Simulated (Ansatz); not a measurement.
**One elementary step**

Start structure (GeNH7S, singlet), relaxed at PBE0-D4/def2-TZVP:

```
10
angstrom
Ge -1.4033 0.3005 0.1879
N -0.0135 -0.8262 0.6757
H -1.7211 -0.0106 -1.2791
H -2.6714 0.1066 1.0479
H -0.8814 1.7324 0.3618
H 1.5299 -0.2678 -0.6729
S 2.3633 0.2160 -1.6304
H 0.2900 -0.7006 1.6328
H -0.2283 -1.8067 0.5467
H 2.7358 1.2562 -0.8703
```

The step: GeNH₅ ([NH2][GeH3]) + H₂S → GeH₄S ([SH][GeH3]) + NH₃; bonds formed: Ge1–S7, N2–H6; bonds broken: Ge1–N2, H6–S7. Computed with Ansatz 0.2.0 (basis: def2-TZVPP and def2-QZVPP); correlated methods freeze the cores. Filled d shells of the heavier atoms are correlated. The def2 sets are not built for correlating such inner shells, so the correlated values are less sure here. Extrapolation: Hartree–Fock as exp(−7.88 √X), correlation as X^−2.97. Energies below are by CCSD(T) at an estimated basis limit (MP2 extrapolated from triple and quadruple zeta, plus CCSD(T) − MP2 in triple zeta).

Problem. What are the electronic barrier and the energy of the step, from the start structure to the end structure? (An estimate is asked for; the value comes from the calculation.)

Solution. The calculation gives: Barrier 17.59 kcal/mol; step energy -11.62 kcal/mol (downhill); reverse barrier, their difference, 29.21 kcal/mol. Barrier and step energy count from the start structure, the reverse barrier from the end structure.

The saddle point: One imaginary mode of 125i cm⁻¹.
| pair | start (Å) | saddle (Å) | end (Å) |
| --- | --- | --- | --- |
| Ge1–S7 | 4.18 | 2.92 | 2.21 |
| N2–H6 | 2.12 | 1.09 | 1.01 |
| Ge1–N2 | 1.85 | 1.98 | 4.04 |
| H6–S7 | 1.36 | 1.97 | 3.92 |

Zero-point energy (harmonic, PBE0-D4): ZPE is 41.54 kcal/mol at the start and 43.25 kcal/mol at the saddle, so the barrier goes from 17.59 to 19.29 kcal/mol.

The T1 diagnostic stays at or below 0.012.

Exchanges of this kind with a chalcogen hydride build sulfide and selenide films.

Labels in which every atom is bracketed show which atoms are joined, not bond orders.

For scale, one of the runs: CCSD(T)/def2-TZVPP, 219 basis functions (an equivalent command: `ansatz run in.yaml --threads 4`). Time: 87 s of wall clock on 4 CPU threads; the host was shared. Peak host memory: 3.2 GiB.
